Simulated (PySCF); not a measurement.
Structure from NMR data

Molecular formula: C3F6. Simulated spectra:

$^{13}$C{$^{1}$H} NMR (computed): δ 161.4 (C, m), 129.9 (C, qdt, J = 340.1, 30.7, 6.4 Hz), 124.7 (C, m).

Computed data (PySCF 2.14): shieldings: GIAO KT2/pcSseg-2, structure optimised with PBE0-D3(BJ)/def2-SVP, couplings computed with B3LYP/pcJ-1. Isolated molecule, averaged over atoms made equivalent by symmetry, fast rotation or ring inversion, one conformer, non-relativistic Hamiltonian.

Scale: TMS for $^{13}$C (182.28 ppm) (reference shieldings calculated alike).

**Question.** What is the structure?

**Answer.** 
- The formula gives 1 degree of unsaturation (no ring in the answer).
- 3 carbon signals for 3 carbons: no two carbons are equivalent.
- Carbon types of the structure: 3 × C.
- δC 161.4, 124.7: fully substituted alkene carbon; an sp2 carbon of a C=C bond.
- δC 129.9: CF3 carbon; 3 electronegative neighbours deshield it.

Structure: hexafluoropropylene (FC(F)=C(F)C(F)(F)F).

This is the structure that produced the data.

Common functionals overestimate the size of one-bond C–F couplings by tens of Hz; these are unscaled. Shifts are as computed. Against solution values, carbons near 30 ppm lie about +3 ppm off and those near 130 ppm about -1 ppm. Of 1211 compounds with measured shifts, 218 miss one by over three times the rms of a fit or turn the order of signals round; such compounds aren't used in these exercises.
